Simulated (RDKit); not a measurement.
RDKit input (UFF):

```python
from rdkit import Chem
from rdkit.Chem import AllChem, rdDetermineBonds

mol = Chem.MolFromXYZFile('mol.xyz')
rdDetermineBonds.DetermineBonds(mol, charge=0)
print('SMILES', Chem.MolToSmiles(Chem.RemoveHs(mol)))
ff = AllChem.UFFGetMoleculeForceField(mol)
e0 = ff.CalcEnergy()
flag = ff.Minimize(maxIts=5000, forceTol=1e-5)
print(f'energy {e0:.4f} -> {ff.CalcEnergy():.4f} kcal/mol, converged: {flag == 0}')
print(Chem.MolToXYZBlock(mol))
```
mol.xyz:
```
9

C     -1.82147200    -0.16160200    -0.53081100
B     -0.32083800    -0.03177700    -0.09359200
S      0.48337100     1.56351300     0.18369700
S      0.63554100    -1.54406000     0.14012700
H     -2.14879700    -1.19477400    -0.65448500
H     -1.98952400     0.35969500    -1.47758600
H     -2.47603900     0.31226200     0.20632400
H     -0.57154300     2.34753000    -0.09900400
H      1.81633400    -1.00746400     0.49639600
```

Output:

```
SMILES CB(S)S
energy 22.2115 -> -0.8419 kcal/mol, converged: True
9

C     -1.871459   -0.196187   -0.479278
B     -0.440966   -0.097323    0.201183
S     -0.092447    1.256895    1.460213
S      0.916485   -1.318723   -0.256517
H     -1.895431   -1.044544   -1.194016
H     -2.086924    0.746470   -1.023132
H     -2.642135   -0.354610    0.302850
H      0.343978    2.143204    0.458105
H      1.375933   -0.491859   -1.298342
```

The geometry given is a B3LYP-D3(BJ)/def2-TZVP minimum.
